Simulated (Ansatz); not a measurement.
A nudged elastic band was laid between two geometries of FH + H4OSn (8 atoms, charge 0, multiplicity 1).

These are results of RKS PBE0/def2-SVP in Ansatz, not measurements.

```json
{
  "movable images": "5",
  "climbing image": "yes",
  "spring": "5.0 eV/Å²",
  "optimiser": "quadratic models (default)",
  "start path": "through a guess of the saddle point",
  "force threshold": "0.05 eV/Å",
  "iteration limit": "60",
  "end points": "relaxed"
}
```

First end point:

```xyz
8
Properties=species:S:1:pos:R:3
Sn -0.097 0.084 -0.100
O 0.059 -0.120 1.915
H -0.773 -0.032 2.393
H 1.506 0.298 -0.616
H -1.042 1.506 -0.290
H -0.908 -1.281 -0.725
F 1.339 -2.130 1.326
H 0.883 -1.450 1.821
```

Last end point:

```xyz
8
Properties=species:S:1:pos:R:3
Sn 0.313 -0.116 -0.341
O -0.522 -0.357 2.386
H -1.052 -1.149 2.525
H 1.276 -0.217 -1.761
H 0.070 1.497 0.139
H -1.059 -1.120 -0.486
F 1.550 -0.967 0.946
H 0.388 -0.696 2.315
```

(1) What changes between the two ends?

(2) What energy profile does the band end with?

(3) What is the geometry of the highest image?

(4) What are the harmonic wavenumbers there?

Results:

(1) Bonds broken: Sn1–O2, F7–H8. Bonds formed: Sn1–F7, O2–H8. FH + H4OSn becomes FH3Sn + H2O.

(2) The forces met the threshold. The highest image is number 2 of 0 to 6, 26.5 kJ/mol above the first end and 53.0 kJ/mol above the last; the last end lies 26.5 kJ/mol below the first. A vibrational analysis at the climbing image gives one clearly imaginary mode, 422i cm⁻¹: a first-order saddle point. The orbitals stay closed-shell, which can raise the energy where a bond breaks towards radicals; this wasn't checked here.

```json
{"image": "0", "path coordinate (Å)": "0.00", "energy (kJ/mol)": "0.0", "Sn1–O2 (Å)": "2.03", "F7–H8 (Å)": "0.96", "Sn1–F7 (Å)": "3.00"}
{"image": "1", "path coordinate (Å)": "0.44", "energy (kJ/mol)": "8.0", "Sn1–O2 (Å)": "2.07", "F7–H8 (Å)": "0.99", "Sn1–F7 (Å)": "2.58"}
{"image": "2", "path coordinate (Å)": "0.89", "energy (kJ/mol)": "26.5", "Sn1–O2 (Å)": "2.18", "F7–H8 (Å)": "1.20", "Sn1–F7 (Å)": "2.26"}
{"image": "3", "path coordinate (Å)": "2.12", "energy (kJ/mol)": "-12.4", "Sn1–O2 (Å)": "2.68", "F7–H8 (Å)": "1.68", "Sn1–F7 (Å)": "2.00"}
{"image": "4", "path coordinate (Å)": "3.36", "energy (kJ/mol)": "-12.2", "Sn1–O2 (Å)": "3.38", "F7–H8 (Å)": "1.80", "Sn1–F7 (Å)": "1.97"}
{"image": "5", "path coordinate (Å)": "4.59", "energy (kJ/mol)": "-17.0", "Sn1–O2 (Å)": "3.22", "F7–H8 (Å)": "1.80", "Sn1–F7 (Å)": "1.97"}
{"image": "6", "path coordinate (Å)": "5.83", "energy (kJ/mol)": "-26.5", "Sn1–O2 (Å)": "2.86", "F7–H8 (Å)": "1.82", "Sn1–F7 (Å)": "1.98"}
```

(3) 
```xyz
8
Properties=species:S:1:pos:R:3
Sn 0.064 -0.146 -0.111
O 0.132 -0.080 2.068
H -0.708 -0.121 2.539
H 1.598 0.246 -0.734
H -0.920 1.283 -0.108
H -0.872 -1.380 -0.832
F 1.044 -1.835 1.028
H 0.627 -1.093 1.874
```

(4) 422i, 140, 367, 463, 506, 548, 638, 683, 695, 751, 783, 1055, 1364, 1869, 1872, 1950, 1986, 3897 cm⁻¹.

Run time: 10 min on 1 thread of Arm Neoverse N1, on a shared host, peak memory 0.17 GiB.
